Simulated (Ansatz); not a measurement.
C2H4BrNSi, SMILES `BrC[SiH]1C=N1`. Charge 0, multiplicity 1. The structure was optimised at the PBE0-D4/def2-TZVP level. It is one conformer, not always the lowest.

```xyz
9

Br    0.559   -0.949    2.500
C     0.277   -1.189    0.586
Si    0.414    0.486   -0.223
C    -0.998    1.344   -0.864
N    -0.394    0.724   -1.804
H    -0.710   -1.630    0.456
H     1.036   -1.893    0.248
H     1.710    1.144    0.019
H    -1.895    1.963   -0.919
```

Q: What is the dipole moment at ωB97M-V/def2-TZVPP? (Estimate.)

A: The calculation gave: 0.70 D, with components (-0.22, -0.31, 0.58) D in this frame, pointing from negative to positive charge.

Q: And with PBE, r2SCAN, B3LYP? (Best estimate.)

A: Ansatz gave: PBE 0.59 D, r2SCAN 0.56 D, B3LYP 0.65 D.

Q: Give the Mulliken charges with ωB97M-V, r2SCAN, PBE in def2-TZVPP. (Estimate.)

A: The calculation gave: 
```tsv
atom	ωB97M-V	r2SCAN	PBE
Br1	-0.09	-0.13	-0.11
C2	-0.32	-0.19	-0.23
Si3	0.30	0.37	0.22
C4	-0.06	-0.02	-0.03
N5	-0.28	-0.29	-0.21
H6	0.17	0.12	0.15
H7	0.16	0.12	0.15
H8	-0.01	-0.06	-0.05
H9	0.13	0.08	0.12
```

B3LYP here is the variant with VWN-RPA as its local correlation; programs differ in this.
